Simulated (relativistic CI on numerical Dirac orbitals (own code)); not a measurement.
**Hyperfine structure of Gd XIX, mass number 157**

Calculated at this level of theory: Dirac-Coulomb-Breit CI, separate exchange-only KLI orbitals for each configuration, a model potential for QED, unscaled Slater integrals (own radial code, finite nucleus).

Configuration list (outside the closed core [Ar] 3d10): 4s2 4p6 4d10, 4s2 4p6 4d9 4f, 4s2 4p5 4d10 4f, 4s2 4p6 4d9 5s, 4s2 4p6 4d9 5p, 4s 4p6 4d10 4f, 4s2 4p6 4d9 5d, 4s2 4p5 4d10 5s. Double excitations out of closed p, d and f shells are left out; levels of such configurations are missing from the list, as are those of other unlisted configurations, and high levels can miss mixing partners.

Nuclear spin I = 3/2, μ = -0.3398 μN, Q = 1.35 b (tables of Stone and Pyykkö). The electronic factors are computed for point nuclear moments, without core polarisation or the Bohr-Weisskopf and QED corrections.

```csv
Level,E (eV),A (MHz),B (MHz)
4s2 4p6 4d9 4f 3P°_1,139.991,-113.8,1260
4s2 4p6 4d9 4f 3P°_2,142.191,-14.29,2100
4s2 4p6 4d9 4f 3H°_6,143.986,-555.6,-9710
4s2 4p6 4d9 4f 3H°_5,144.107,-723.3,-9820
4s2 4p6 4d9 4f 3F°_3,146.154,-618.5,1800
4s2 4p6 4d9 4f 3F°_4,147.373,-555.7,2890
4s2 4p6 4d9 4f 3G°_5,148.791,-570.9,-4830
4s2 4p6 4d9 4f 3D°_1,148.821,361.2,1650
```

Levels with J = 0, under 50 % of one LS term, or S terms without an open s electron are left out. Small factors come from cancelling terms and can be off by tens of per cent or more.

At this charge energies of transitions that change n are usually good to better than 1 %, and those within a shell (Δn = 0) to a few per cent.

**Question.** Give the hyperfine levels of 4s2 4p6 4d9 4f 3H°_6 relative to its centre of gravity.

**Answer.** With K = F(F + 1) − I(I + 1) − J(J + 1), E = AK/2 + B[¾K(K + 1) − I(I + 1)J(J + 1)]/[2I(2I − 1)J(2J − 1)]: F = 9/2: 1971, F = 11/2: 4985, F = 13/2: 2809, F = 15/2: -7428 MHz.

LS names give the leading component of a level, which can be under half, so a name can repeat, a term be missing and a line seem to break the LS rules.
